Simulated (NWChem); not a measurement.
Polarisability of H2Zn

SMILES: [ZnH2]
```xyz
3

Zn     0.0000     0.0000     0.0000
H      0.0000     0.0000     1.5501
H      0.0000     0.0000    -1.5501
```
Charge 0, spin multiplicity 1.

The numbers come from NWChem runs, not from measurements. All single points use one geometry, from PBE0/def2-SVP, a minimum by its harmonic frequencies.

Basis set: def2-SVPD. The field's frequency is 0.0428 Ha (1065 nm).

B3LYP has NWChem's definition, with VWN1-RPA local correlation. The structure started from a generated list of species.

Problem. One of these methods gave an isotropic polarisability of 30.74 bohr³. Which?
(A) LDA (SVWN5)
(B) PBE
(C) B3LYP
(D) HF

Solution. A, LDA (SVWN5). The others give 26.96 (HF), 30.39 (PBE), 29.28 (B3LYP).
